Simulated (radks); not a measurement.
Excited configurations of the nickel ion Ni12+: one electron is placed in a higher orbital outside [Ne] 3s2 3p3. The ground configuration is [Ne] 3s2 3p4. Calculated with a radial shooting solver on a logarithmic mesh with Libxc functionals: Dirac Kohn-Sham, LDA (Slater exchange, Perdew-Wang correlation), spin-unpolarised, spherical densities, finite nucleus; open shells fill j = l - 1/2 first; Fermi nuclear charge, rms radius 3.7757 fm. Excitation = E - E(ground); binding = E(ion) - E, where the ion is the core of charge +13; n* = 13/sqrt(2 binding) in atomic units. These energies are relativistic, and a one-electron ion of charge +13 with no core already has n* below n in this formula (Dirac formula, point nucleus: 3d3/2 2.999, 4p1/2 3.996, 4d3/2 3.999, 5s1/2 4.996, 7s1/2 6.996). The quantum defect is therefore taken as that value minus n*, so that it holds no relativistic shift of the bare ion.

outer orbital  excitation (eV)  binding (eV)     n*  quantum defect  eigenvalue (eV)  <r> (bohr)
3d3/2                   60.958        326.48  2.654           0.345          -308.04      0.6118
4p1/2                   196.69        190.75  3.472           0.524          -183.08       1.334
4d3/2                   219.36        168.08  3.699           0.300          -160.52       1.359
5s1/2                   265.95        121.49  4.350           0.646          -117.19       2.199
7s1/2                   330.27        57.162  6.342           0.654          -55.290       4.664

The Delta-SCF ionisation energy is 387.44 eV (NIST Atomic Spectra Database: 384.5 eV, semi-empirical). Self-interaction in the functional shifts the binding energies and quantum defects, so they are the method's values and not measured ones. Spin polarisation and multiplet splitting are left out, so open shells lie too high by an amount that depends on their filling.

Beside tabulated values, note that spin-unpolarised runs miss the spin-polarisation part of the exchange energy of open shells.
